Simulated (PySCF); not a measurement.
Two species compared at the same levels of theory.

First species: (SiH3)3P, H₉PSi₃.
Cartesian coordinates in Å at the GFN2-xTB level; atoms count from 1:
```xyz
13
H9PSi3 angstrom
Si    -0.6720    1.7669   -0.5640
P      0.2403   -0.2337   -0.8879
Si     1.9284   -0.2205    0.5576
Si    -1.2193   -1.5837    0.1054
H      0.2973    2.7531   -1.0348
H     -0.9891    2.0226    0.8445
H     -1.8986    1.8032   -1.3561
H      2.8848    0.7753    0.0803
H      2.5048   -1.5627    0.5447
H      1.5053    0.1189    1.9198
H     -0.6309   -2.9208    0.0952
H     -2.4455   -1.5337   -0.6871
H     -1.5099   -1.1845    1.4860
```

Second species: H5NSSi.
Numbering: `[NH2:1][SiH2:2][SH:3]` (hydrogens: H4, H5 on N1; H6, H7 on Si2; H8 on S3)

Structure used (GFN2-xTB), in Å, numbered top down from 1:
```xyz
8
H5NSSi angstrom
N     -0.8967   -0.7313    0.3345
Si     0.1179    0.6509    0.2351
S      1.3930    0.3021   -1.4617
H     -1.5625   -0.7993    1.0863
H     -1.2815   -1.1271   -0.5094
H     -0.4821    1.9427   -0.0762
H      0.9144    0.6685    1.4532
H      1.8067   -0.8973   -1.0864
```

Levels: CAM-B3LYP/def2-SVPD for dipole moment, HOMO energy, LUMO energy, HOMO–LUMO gap, static isotropic polarisability and electronic spatial extent ⟨r²⟩ about the centre of nuclear charge; TDDFT CAM-B3LYP/def2-SVPD for lowest singlet excitation; TDA CAM-B3LYP/def2-SVPD for lowest triplet excitation (Tamm–Dancoff). Geometries: GFN2-xTB. Each structure is a single optimised conformer of the isolated species, non-relativistic unless stated; the electronic structure was computed with PySCF and density fitting.

Dipoles, sizes and rotational constants follow the conformer. The torsions of the flexible species, by atom-mapped SMILES:
- `[NH2:1][SiH2:2][SH:3]`: H–N1–Si2–S3 178°, H–N1–Si2–S3 -41°, H–S3–Si2–N1 -52°

```csv
property,column X,column Y
dipole moment,2.20 D,0.64 D
HOMO energy,-8.66 eV,-8.21 eV
LUMO energy,0.93 eV,0.79 eV
HOMO–LUMO gap,9.59 eV,9.00 eV
lowest singlet excitation,6.27 eV,5.94 eV
lowest triplet excitation (Tamm–Dancoff),5.85 eV,5.49 eV
static isotropic polarisability,56.7 au,111.7 au
electronic spatial extent ⟨r²⟩ about the centre of nuclear charge,392 bohr²,1026 bohr²
```

(1) Which column belongs to which species?

(2) How does each property change from the first species to the second?

Results:

(1) Column X is the second species and column Y the first. The first has 13 atoms and 66 electrons, the second 8 and 42.

(2) dipole moment +1.56 D; HOMO energy -0.45 eV; LUMO energy +0.14 eV; HOMO–LUMO gap +0.59 eV; lowest singlet excitation +0.33 eV; lowest triplet excitation (Tamm–Dancoff) +0.36 eV; static isotropic polarisability -55.0 au; electronic spatial extent ⟨r²⟩ about the centre of nuclear charge -634 bohr².

On the first: The vertical singlet–triplet gap S1 − T1 is 0.45 eV (TDDFT singlet less Tamm–Dancoff triplet). S1 lies 3.06 eV below the HOMO–LUMO gap; its leading configuration is HOMO→LUMO, weight 0.97.

On the second: The 8 singlets span 6.27 to 7.87 eV, and their oscillator strengths add up to 0.20. The polarisability is 8.39 Å³ as a volume (1 au = 0.148185 Å³), or 1.35 au for each of the 42 electrons.
